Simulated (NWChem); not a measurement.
Program: NWChem. System: Cl2Te, charge 0, spin multiplicity 1, at a geometry optimised with PBE0/def2-SVP with def2 effective core potentials on Te. The structure started from a generated list of species. Level: CCSD(T)/def2-SVP with def2 effective core potentials on Te, 14 core orbitals frozen.

The NWChem input:

```
start mol
memory heap 100 mb stack 700 mb global 1900 mb
geometry units angstroms nocenter noautoz
  Te     0.000000     0.000000    -0.598547
  Cl     1.810076     0.000000     0.915425
  Cl    -1.810076     0.000000     0.915425
  symmetry group C2v
end
basis spherical
  * library def2-svp
end
ecp
  Te library def2-ecp
end
scf
  rhf
  nopen 0
  maxiter 100
  thresh 1e-7
  semidirect memsize 60000000 filesize 0
end
ccsd
  freeze core 14
  maxiter 60
end
task ccsd(t) energy
```

Part of the output:

```
             Northwest Computational Chemistry Package (NWChem) 7.3.0
             --------------------------------------------------------

                                NWChem Input Module
                                -------------------

 Scaling coordinates for geometry "geometry" by  1.889725989
 (inverse scale =  0.529177249)

 Turning off AUTOSYM since
 SYMMETRY directive was detected!

                             Geometry "geometry" -> ""
                             -------------------------

 Output coordinates in angstroms (scale by  1.889725989 to convert to a.u.)

  No.       Tag          Charge          X              Y              Z
 ---- ---------------- ---------- -------------- -------------- --------------
    1 Te                  52.0000     0.00000000     0.00000000    -0.59854700
    2 Cl                  17.0000     1.81007600     0.00000000     0.91542500
    3 Cl                  17.0000    -1.81007600     0.00000000     0.91542500

 Effective nuclear repulsion energy (a.u.)     438.7188186758

            Nuclear Dipole moment (a.u.)
            ----------------------------
        X                 Y               Z
 ---------------- ---------------- ----------------
     0.0000000000     0.0000000000     0.0000113384

      Symmetry information
      --------------------

 Group name             C2v
 Group number             16
 Group order               4
 No. of unique centers     2

      Symmetry unique atoms

     1    2


 Summary of "ao basis" -> "" (spherical)
 ------------------------------------------------------------------------------
       Tag                 Description            Shells   Functions and Types
 ---------------- ------------------------------  ------  ---------------------
 *                          def2-svp                  on all atoms

 Summary of "ao basis" -> "ao basis" (spherical)
 ------------------------------------------------------------------------------
       Tag                 Description            Shells   Functions and Types
 ---------------- ------------------------------  ------  ---------------------
 Te                         def2-svp                10       26   4s4p2d
 Cl                         def2-svp                 8       18   4s3p1d

                                 NWChem SCF Module
                                 -----------------

  ao basis        = "ao basis"
  functions       =    62
  atoms           =     3
  closed shells   =    29
  open shells     =     0
  charge          =   0.00
  wavefunction    = RHF
  use symmetry    = T
  symmetry adapt  = T

 Summary of "ao basis" -> "ao basis" (spherical)
 ------------------------------------------------------------------------------
       Tag                 Description            Shells   Functions and Types
 ---------------- ------------------------------  ------  ---------------------
 Te                         def2-svp                10       26   4s4p2d
 Cl                         def2-svp                 8       18   4s3p1d

      Symmetry analysis of basis
      --------------------------

        a1         25
        a2          7
        b1         19
        b2         11

 Forming initial guess at       0.0s

      Superposition of Atomic Density Guess
      -------------------------------------

 Sum of atomic energies:       -1229.87075680

      Non-variational initial energy
      ------------------------------

 Total energy =   -1185.781061
 1-e energy   =   -2186.565467
 2-e energy   =     775.551653
 HOMO         =      -0.205125
 LUMO         =      -0.057177

      Symmetry analysis of molecular orbitals - initial
      -------------------------------------------------

  Numbering of irreducible representations:

     1 a1          2 a2          3 b1          4 b2

  Orbital symmetries:

     1 a1          2 b1          3 b1          4 a1          5 a1
     6 b1          7 b2          8 a1          9 b1         10 a2
    11 a1         12 b1         13 a1         14 b2         15 b1
    16 a1         17 a1         18 a2         19 b2         20 a1
    21 b1         22 a1         23 b1         24 a1         25 b2
    26 a2         27 b1         28 a1         29 b2         30 a1
    31 b1         32 a1         33 b1         34 a1         35 b2
    36 a1         37 a2         38 b2         39 a1

 Starting SCF solution at       0.2s

 ----------------------------------------------
         Quadratically convergent ROHF

 Convergence threshold     :          1.000E-07
 Maximum no. of iterations :          100
 Final Fock-matrix accuracy:          1.000E-09
 ----------------------------------------------

              iter       energy          gnorm     gmax       time
             ----- ------------------- --------- --------- --------
                 1    -1185.6824203738  6.29D-01  1.99D-01      0.3
                 2    -1185.7160076918  1.37D-01  3.54D-02      0.3
                 3    -1185.7181692436  1.06D-02  3.58D-03      0.3
                 4    -1185.7181932838  9.18D-05  3.23D-05      0.3
                 5    -1185.7181932850  9.91D-09  3.20D-09      0.3

       Final RHF  results
       ------------------

         Total SCF energy =  -1185.718193285028
      One-electron energy =  -2185.659184776565
      Two-electron energy =    774.708238240235
 Nuclear repulsion energy =    225.232753251302

        Time for solution =      0.1s

       Symmetry analysis of molecular orbitals - final
       -----------------------------------------------

  Numbering of irreducible representations:

     1 a1          2 a2          3 b1          4 b2
[...]
     L   x y z        total         open         nuclear
     -   - - -        -----         ----         -------
     0   0 0 0      0.000000      0.000000     58.000000

     1   1 0 0     -0.000000      0.000000      0.000000
     1   0 1 0      0.000000      0.000000      0.000000
     1   0 0 1     -1.038828      0.000000     31.670526

     2   2 0 0    -39.796769      0.000000    397.804974
     2   1 1 0      0.000000      0.000000      0.000000
     2   1 0 1      0.000000      0.000000      0.000000
     2   0 2 0    -39.839104      0.000000      0.000000
     2   0 1 1      0.000000      0.000000      0.000000
     2   0 0 2    -36.629240      0.000000    132.451861

                   Four-Index Transformation
                   -------------------------
          Number of basis functions:             62
          Number of shells:                      26
          Number of occupied orbitals:           29
          Number of occ. correlated orbitals:    15
          Block length:                          16
          Superscript MO index range:     15 -   29
          Subscript MO index range:       15 -   62
          MO coefficients read from:  ./mol.movecs
          Number of operator matrices in core:  240
          Half-transformed integrals produced

     Pass:    1     Index range:   15  -   29     Time:      0.96
 ------------------------------------------
 MP2 Energy (coupled cluster initial guess)
 ------------------------------------------
 Reference energy:          -1185.718193285027837
 MP2 Corr. energy:             -0.374835975984924
 Total MP2 energy:          -1186.093029261012816

 ****************************************************************************
              the segmented parallel ccsd program:    1 nodes
 ****************************************************************************

 level of theory    ccsd(t)
 number of core        14
 number of occupied    15
 number of virtual     33
 number of deleted      0
 total functions       62
 number of shells      26
 basis label          566

   ***** ccsd parameters *****
   iprt   =     0
   convi  =  0.100E-05
   maxit  =    60
   mxvec  =     5
 memory            104844180
  Using  1 OpenMP thread(s) in CCSD
  IO offset    20.000000000000000
  IO error message >End of File
  file_read_ga: failing reading from ./mol.t2
  Failed reading restart vector from ./mol.t2
  Using MP2 initial guess vector

-------------------------------------------------------------------------
 iter     correlation     delta       rms       T2     Non-T2      Main
             energy      energy      error      ampl     ampl      Block
                                                time     time      time
-------------------------------------------------------------------------
   1     -0.3968137496 -3.968D-01  9.140D-02     1.39     0.00     1.32
   2     -0.4048229304 -8.009D-03  7.633D-02     1.39     0.00     1.31
   3     -0.4064545750 -1.632D-03  7.025D-03     1.45     0.00     1.37
   4     -0.4074662819 -1.012D-03  5.782D-03     1.38     0.00     1.31
   5     -0.4075684656 -1.022D-04  2.618D-03     1.38     0.00     1.31
   6     -0.4075567913  1.167D-05  5.600D-04     1.38     0.00     1.30
   7     -0.4075544156  2.376D-06  2.213D-04     1.39     0.00     1.31
   8     -0.4075517914  2.624D-06  2.680D-05     1.38     0.00     1.30
   9     -0.4075532739 -1.482D-06  8.716D-06     1.37     0.00     1.30
  10     -0.4075538923 -6.184D-07  8.237D-06     1.37     0.00     1.30
  11     -0.4075541131 -2.208D-07  2.776D-06     1.37     0.00     1.30
  12     -0.4075541183 -5.173D-09  1.665D-06     1.38     0.00     1.30
  13     -0.4075541289 -1.055D-08  2.658D-07     1.37     0.00     1.30
                  *************converged*************
-------------------------------------------------------------------------

 -----------
 CCSD Energy
 -----------
 Reference energy:           -1185.718193285027837
 CCSD corr. energy:             -0.407554128866974
 Total CCSD energy:          -1186.125747413894715

 --------------------------------
 Spin Component Scaled (SCS) CCSD
 --------------------------------
 Same spin contribution:                 -0.097188299352974
 Same spin scaling factor:                1.130000000000000
 Opposite spin contribution:             -0.310365829513999
 Opposite spin scaling fact.:             1.270000000000000
 SCS-CCSD correlation energy:            -0.503987381751640
 Total SCS-CCSD energy:               -1186.222180666779423
 memory            104844180

*********triples calculation*********

nkpass=    1; nvpass=    1; memdrv=         121407; memtrn=         730190; memavail=      104843668
 memory available/node                      104843668
 total number of virtual orbitals        33
 number of virtuals per integral pass    33
 number of integral evaluations           1
 number of occupied per triples pass     15
 number of triples passes                 1

 commencing integral evaluation        1 at          19.03
  symmetry use  T
task         2 out of       351 done   0%  at       0.1 secs
task        19 out of       351 done   5%  at       0.1 secs
task        36 out of       351 done  10%  at       0.3 secs
task        53 out of       351 done  15%  at       0.3 secs
task        74 out of       351 done  21%  at       0.3 secs
task        89 out of       351 done  25%  at       0.4 secs
task       106 out of       351 done  30%  at       0.4 secs
task       123 out of       351 done  35%  at       0.5 secs
task       141 out of       351 done  40%  at       0.5 secs
task       158 out of       351 done  45%  at       0.5 secs
task       176 out of       351 done  50%  at       0.6 secs
task       194 out of       351 done  55%  at       0.6 secs
task       211 out of       351 done  60%  at       0.7 secs
task       235 out of       351 done  66%  at       0.7 secs
task       246 out of       351 done  70%  at       0.7 secs
task       264 out of       351 done  75%  at       0.7 secs
task       281 out of       351 done  80%  at       0.7 secs
task       299 out of       351 done  85%  at       0.8 secs
task       317 out of       351 done  90%  at       0.8 secs
task       334 out of       351 done  95%  at       0.8 secs
task       351 out of       351 done 100%  at       0.8 secs
 commencing triples evaluation - blocking       1
 ccsd(t): done        1 out of       33 progress:    3.0%
 ccsd(t): done        2 out of       33 progress:    6.1%
 ccsd(t): done        3 out of       33 progress:    9.1%
 ccsd(t): done        4 out of       33 progress:   12.1%
 ccsd(t): done        5 out of       33 progress:   15.2%
 ccsd(t): done        6 out of       33 progress:   18.2%
 ccsd(t): done        7 out of       33 progress:   21.2%
 ccsd(t): done        8 out of       33 progress:   24.2%
 ccsd(t): done        9 out of       33 progress:   27.3%
 ccsd(t): done       10 out of       33 progress:   30.3%
 ccsd(t): done       11 out of       33 progress:   33.3%
 ccsd(t): done       12 out of       33 progress:   36.4%
 ccsd(t): done       13 out of       33 progress:   39.4%
 ccsd(t): done       14 out of       33 progress:   42.4%
 ccsd(t): done       15 out of       33 progress:   45.5%
 ccsd(t): done       16 out of       33 progress:   48.5%
 ccsd(t): done       17 out of       33 progress:   51.5%
 ccsd(t): done       18 out of       33 progress:   54.5%
 ccsd(t): done       19 out of       33 progress:   57.6%
 ccsd(t): done       20 out of       33 progress:   60.6%
 ccsd(t): done       21 out of       33 progress:   63.6%
 ccsd(t): done       22 out of       33 progress:   66.7%
 ccsd(t): done       23 out of       33 progress:   69.7%
 ccsd(t): done       24 out of       33 progress:   72.7%
 ccsd(t): done       25 out of       33 progress:   75.8%
 ccsd(t): done       26 out of       33 progress:   78.8%
 ccsd(t): done       27 out of       33 progress:   81.8%
 ccsd(t): done       28 out of       33 progress:   84.8%
 ccsd(t): done       29 out of       33 progress:   87.9%
 ccsd(t): done       30 out of       33 progress:   90.9%
 ccsd(t): done       31 out of       33 progress:   93.9%
 ccsd(t): done       32 out of       33 progress:   97.0%
 ccsd(t): done       33 out of       33 progress:  100.0%
 Time for integral evaluation pass     1        0.85
 Time for triples evaluation pass      1        1.66

 pseudo-e(mp4)  -0.11013317004728E-01
 pseudo-e(mp5)   0.33682858657774E-03
        e(t)    -0.10676488418151E-01

 --------------
 CCSD(T) Energy
 --------------
 Reference energy:                   -1185.718193285027837

 CCSD corr. energy:                     -0.407554128866974
 T(CCSD) corr. energy:                  -0.011013317004728
 Total CCSD+T(CCSD) energy:          -1186.136760730899596

 CCSD corr. energy:                     -0.407554128866974
 (T) corr. energy:                      -0.010676488418151
 Total CCSD(T) energy:               -1186.136423902313027

 routine      calls  cpu(0)   cpu-min  cpu-ave  cpu-max   i/o
 aoccsd          1     0.01     0.01     0.01     0.01    0.00
 iterdrv         1     0.01     0.01     0.01     0.01    0.00
 pampt          13     0.06     0.06     0.06     0.06    0.00
 t2pm           13     0.11     0.11     0.11     0.11    0.00
 sxy            13     0.16     0.16     0.16     0.16    0.00
 ints      1516047    12.47    12.47    12.47    12.47    0.00
 t2eri        4563     3.59     3.59     3.59     3.59    0.00
 idx2         4563     0.58     0.58     0.58     0.58    0.00
 idx34          13     0.08     0.08     0.08     0.08    0.00
 ht2pm          13     0.17     0.17     0.17     0.17    0.00
 itm            13     0.63     0.63     0.63     0.63    0.00
 pdiis          13     0.02     0.02     0.02     0.02    0.00
 triples         1     0.00     0.00     0.00     0.00    0.00
 rdtrpo          1     0.01     0.01     0.01     0.01    0.00
 trpmos          1     0.85     0.85     0.85     0.85    0.00
 trpdrv          1     0.24     0.24     0.24     0.24    0.00
 dovvv      118800     0.53     0.53     0.53     0.53    0.00
 doooo      118800     0.33     0.33     0.33     0.33    0.00
 tengy      111375     0.52     0.52     0.52     0.52    0.00
 Total                20.36    20.36    20.36    20.36    0.00

 Task  times  cpu:       21.9s     wall:       21.9s

 Total times  cpu:       21.9s     wall:       21.9s
```
